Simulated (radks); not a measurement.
Excited configurations of Hg+: one electron is placed in a higher orbital outside [Xe] 4f14 5d10. The ground configuration is [Xe] 4f14 5d10 6s1. Calculated with a radial shooting solver on a logarithmic mesh with Libxc functionals: Dirac Kohn-Sham, LDA (Slater exchange, Perdew-Wang correlation), spin-unpolarised, spherical densities, point nucleus; open shells are shared between the two j in proportion to 2j + 1. Excitation = E - E(ground); binding = E(ion) - E, where the ion is the core of charge +2; n* = 2/sqrt(2 binding) in atomic units, and the quantum defect is n - n*. Eigenvalue and <r> are those of j = l + 1/2.

| outer orbital | excitation (eV) | binding (eV) | n* | quantum defect | eigenvalue (eV) | <r> (bohr) |
|---|---|---|---|---|---|---|
| 5f | 15.871 | 3.526 | 3.928 | 1.072 | -2.492 | 8.524 |
| 6p | 7.433 | 11.964 | 2.133 | 3.867 | -8.328 | 3.423 |
| 6d | 13.652 | 5.745 | 3.078 | 2.922 | -4.112 | 5.861 |
| 6f | 17.008 | 2.389 | 4.773 | 1.227 | -1.808 | 14.53 |
| 7s | 12.232 | 7.166 | 2.756 | 4.244 | -5.634 | 5.929 |
| 7p | 13.972 | 5.425 | 3.167 | 3.833 | -4.122 | 7.527 |
| 7d | 15.997 | 3.400 | 4.001 | 2.999 | -2.598 | 11.08 |
| 7f | 17.691 | 1.706 | 5.648 | 1.352 | -1.336 | 21.95 |

The Delta-SCF ionisation energy is 19.397 eV (NIST Atomic Spectra Database: 18.757 eV, measured). Self-interaction in the functional shifts the binding energies and quantum defects, so they are the method's values and not measured ones. Spin polarisation and multiplet splitting are left out, so open shells lie too high by an amount that depends on their filling.

Beside tabulated values, note that spin-unpolarised runs miss the spin-polarisation part of the exchange energy of open shells.
